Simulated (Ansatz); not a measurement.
`B[CH](Cl)[GeH3]` and `C[CH](Cl)[GeH3]` differ in one atom or group.

Ansatz, PBE0-D4/def2-TZVP geometries, multiplicity 1. 

Scalar relativity is left out up to krypton.

| property | `B[CH](Cl)[GeH3]` |
| --- | --- |
| HOMO energy (ωB97M-V/def2-TZVPP) / eV | -10.05 |
| LUMO energy (ωB97M-V/def2-TZVPP) / eV | 0.31 |
| size of the dipole moment (B3LYP/def2-TZVPP) / D | 1.68 |
| HOMO–LUMO gap (PBE/def2-TZVPP) / eV | 4.07 |
| HOMO energy (B3LYP/def2-TZVPP) / eV | -7.62 |
| HOMO energy (PBE/def2-TZVPP) / eV | -6.61 |

Question: What does the change do to each property? (An estimate is asked.)

Answer: Computed: 
```tsv
property	`C[CH](Cl)[GeH3]`	shift
HOMO energy (ωB97M-V/def2-TZVPP) / eV	-10.04	0.01
LUMO energy (ωB97M-V/def2-TZVPP) / eV	2.09	1.78
size of the dipole moment (B3LYP/def2-TZVPP) / D	1.78	0.10
HOMO–LUMO gap (PBE/def2-TZVPP) / eV	5.93	1.86
HOMO energy (B3LYP/def2-TZVPP) / eV	-7.61	0.01
HOMO energy (PBE/def2-TZVPP) / eV	-6.55	0.06
```

Dipoles are sizes alone; their direction can turn.

B3LYP here is the variant with VWN-RPA as its local correlation; programs differ in this.
